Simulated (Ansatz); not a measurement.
The cluster Be₁₂⁺, relaxed as a doublet with UKS PBE0/def2-SVP in Ansatz, starting from the GFN2-xTB geometry. Force threshold 0.02 eV/Å.

The relaxation made no stability test and no search for a lower SCF solution. The structure comes from a short search, and lower isomers may exist.

Start:

```xyz
12

Be   -0.577   -0.266    0.978
Be    0.685    1.250    1.106
Be    0.806    0.119   -0.821
Be    2.355    0.471    0.404
Be    0.091   -1.717   -0.545
Be   -2.861    0.529   -1.909
Be    1.920   -1.433    0.180
Be    0.373   -1.991    1.382
Be   -0.625    1.561   -0.361
Be   -1.361   -0.421   -0.957
Be    1.372   -0.408    1.954
Be   -2.176    2.306   -1.411
```

| step | energy (eV) | largest force component (eV/Å) | SCF passes |
| --- | --- | --- | --- |
| 1 | -4788.8240 | 1.595 | 77 |
| 2 | -4789.5760 | 0.616 | 55 |
| 3 | -4789.6913 | 0.276 | 50 |
| 4 | -4789.8365 | 0.460 | 55 |
| 5 | -4790.0898 | 0.682 | 48 |
| 6 | -4790.3155 | 0.439 | 47 |
| 7 | -4790.4418 | 0.180 | 47 |
| 8 | -4790.4977 | 0.210 | 47 |
| 9 | -4790.5706 | 0.241 | 59 |
| 10 | -4790.6626 | 0.392 | 47 |
| 11 | -4790.7767 | 0.506 | 39 |
| 13 | -4791.0776 | 0.579 | 37 |
| 15 | -4791.4096 | 0.430 | 39 |
| 17 | -4791.6230 | 0.371 | 47 |
| 19 | -4791.6578 | 0.090 | 42 |
| 21 | -4791.6671 | 0.081 | 41 |
| 23 | -4791.7206 | 0.253 | 46 |
| 25 | -4792.0880 | 0.568 | 141 |
| 27 | -4792.3773 | 0.226 | 48 |
| 29 (rejected) | -4792.4102 | 0.579 | 46 |
| 31 | -4792.4896 | 0.055 | 41 |
| 33 | -4792.5365 | 0.191 | 42 |
| 35 | -4792.8288 | 0.253 | 36 |
| 37 | -4792.8681 | 0.093 | 39 |
| 39 | -4792.8709 | 0.026 | 34 |
| 40 | -4792.8713 | 0.012 | 27 |

Force components are those of the run's own axes.

End:

```xyz
12

Be   -1.152   -0.534    0.532
Be    0.212    1.661   -0.151
Be    0.918   -0.198   -1.057
Be    2.106    0.847    0.333
Be    0.116   -2.019   -0.398
Be   -1.855    1.076   -0.774
Be    1.775   -1.221    0.672
Be    0.123   -1.754    1.720
Be   -0.381    1.103   -2.168
Be   -1.154   -0.745   -1.573
Be    0.553    0.365    1.606
Be   -1.260    1.420    1.259
```

Bonds lost: Be1–Be2, Be9–Be12 (atoms count from 1). Bonds formed: Be1–Be6, Be1–Be12, Be2–Be6, Be2–Be12, Be6–Be9, Be11–Be12 (atoms count from 1).

No frequencies were taken in this run, so the end may be a saddle point.

Hardware: 4 threads of Arm Neoverse V2 on a shared host. Wall time 2.4 min.
